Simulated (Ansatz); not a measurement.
Reaction (formal exchange of groups at the Si–C bond): `B[SiH2][CH2][InH2]` + dimethyl ether → `B[SiH2]COC` + `[CH3][InH2]`

Program: Ansatz. Geometries: PBE0-D4/def2-TZVP. ΔE: electronic, gas phase. CBS: MP2 limit from def2 TZ/QZ plus the TZ coupled-cluster correction, frozen cores. DFT in def2-TZVPP. B3LYP here is the variant with VWN-RPA as its local correlation; programs differ in this. def2 core potentials past Kr. For In outer-core shells are correlated without core-valence functions, which leaves a few kJ/mol of doubt a bond. Each species was taken in one conformer, which may not be the lowest.

CCSD(T)/CBS gives +33.6 kJ/mol.

(1) Another level gave +22.9 kJ/mol. Which?
A. MP2/def2-TZVPP
B. B3LYP-D4/def2-TZVPP
C. CCSD/def2-TZVPP
D. B3LYP/def2-TZVPP

Largest T1 diagnostic among the species: 0.013.

Results:

(1) B. B3LYP-D4 22.9, CCSD/def2-TZVPP 27.0, B3LYP 16.9, MP2/def2-TZVPP 31.8 kJ/mol.

In def2-TZVPP, CCSD(T) changes the Hartree–Fock value by +11.6 kJ/mol (the triples alone add +2.0 kJ/mol) and MP2 by +14.5 kJ/mol. The D4 term adds +6.0 kJ/mol with B3LYP and +3.0 kJ/mol with PBE0; it sums over pairs of atoms, weighted by their polarisabilities, and B3LYP, whose exchange is more repulsive, gets the larger term.
